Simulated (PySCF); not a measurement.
From computed data to an observable: entropy of an ideal gas

WO2Cl2, SMILES [Cl][W](=[O])(=[O])[Cl], multiplicity 1.

Geometry optimised at B3LYP-D3(BJ)/def2-SVP. The spin state was assumed, not searched. The isomer is the one that the SMILES or the coordinates give; other isomers of the formula were not compared. The def2 effective core potentials stand for the cores of W; spin–orbit coupling is left out.

B3LYP-D3(BJ)/def2-SVP in PySCF gives the harmonic wavenumbers 111, 158, 212, 225, 344, 416, 423, 1006, 1042 cm⁻¹ and the rotational temperatures 0.1267, 0.0759, 0.0619 K. The molar mass is 286.74 g/mol, the symmetry number 2, the spin multiplicity 1.

Problem. Work out the entropy at 298.15 K and 1 atm in the rigid-rotor, harmonic-oscillator model.

Solution. 
Translation (Sackur–Tetrode at 1 atm): S = R[1.5 ln M + 2.5 ln T − 1.16487] = 179.3 J/(mol K).
Rotation: q = (√π/σ) T^1.5/√(θA θB θC) = 187000, S = R[ln q + 3/2] = 113.4 J/(mol K).
Vibration: with u = 1.4388 ν/T, each mode gives R[u/(e^u − 1) − ln(1 − e^−u)]:
| ν (cm⁻¹) | modes | u | S (J/(mol K)) |
|---|---|---|---|
| 111 | 1 | 0.54 | 13.60 |
| 158 | 1 | 0.76 | 10.77 |
| 212 | 1 | 1.02 | 8.48 |
| 225 | 1 | 1.09 | 8.03 |
| 344 | 1 | 1.66 | 4.99 |
| 416 | 1 | 2.01 | 3.79 |
| 423 | 1 | 2.04 | 3.69 |
| 1006 | 1 | 4.85 | 0.38 |
| 1042 | 1 | 5.03 | 0.33 |
These are all the modes. Sum 54.1 J/(mol K).
Spin: R ln 1 = 0.0 J/(mol K).
Total 346.8 J/(mol K); the program's own thermochemistry gives 346.8. Translation makes up 52 % and vibration 16 %. Anharmonicity, hindered rotation and orbital degeneracy are left out.
